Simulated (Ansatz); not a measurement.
AlClH₂S₂ (`[SH][Al]([SH])[Cl]`), relaxed with RKS PBE-D4/def2-SVP in Ansatz from a rough embedded geometry. The force threshold is 0.03 eV/Å; the program also tests the step.

Total charge 0; spin multiplicity 1.

Start:

```xyz
6

S    -1.147    1.712   -0.388
Al   -0.312   -0.345   -0.435
S    -0.184   -1.524    1.464
Cl    0.484   -1.186   -2.261
H     0.063    2.337   -0.167
H     1.095   -0.994    1.787
```

| step | energy (eV) | largest force (eV/Å) | largest move (Å) |
| --- | --- | --- | --- |
| 1 | -40795.9127 | 1.039 | 0.000 |
| 2 | -40795.9928 | 0.543 | 0.143 |
| 3 | -40796.0128 | 0.167 | 0.042 |
| 4 | -40796.0241 | 0.089 | 0.098 |
| 5 | -40796.0334 | 0.115 | 0.061 |
| 6 | -40796.0638 | 0.196 | 0.145 |
| 7 | -40796.0862 | 0.210 | 0.076 |
| 8 | -40796.1139 | 0.237 | 0.087 |
| 9 | -40796.1449 | 0.237 | 0.089 |
| 10 | -40796.1912 | 0.823 | 0.191 |
| 11 | -40796.2529 | 0.375 | 0.199 |
| 12 | -40796.3046 | 0.193 | 0.200 |
| 13 | -40796.3473 | 0.213 | 0.200 |
| 14 | -40796.3869 | 0.235 | 0.200 |
| 15 | -40796.4029 | 0.110 | 0.075 |
| 16 | -40796.4324 | 0.146 | 0.200 |
| 17 | -40796.4424 | 0.102 | 0.200 |
| 18 | -40796.4439 | 0.016 | 0.047 |
| 19 (rejected) | -40796.3651 | 1.418 | 0.199 |
| 20 | -40796.4440 | 0.005 | 0.007 |

End:

```xyz
6

S    -1.004    1.937   -0.033
Al    0.003   -0.004   -0.008
S    -0.050   -1.188    1.829
Cl    1.008   -0.721   -1.727
H    -0.660    2.159   -1.334
H     0.702   -2.181    1.274
```

Hardware: 2 threads of a server CPU on a shared host. Wall time 27 s, peak host memory 0.14 GiB.
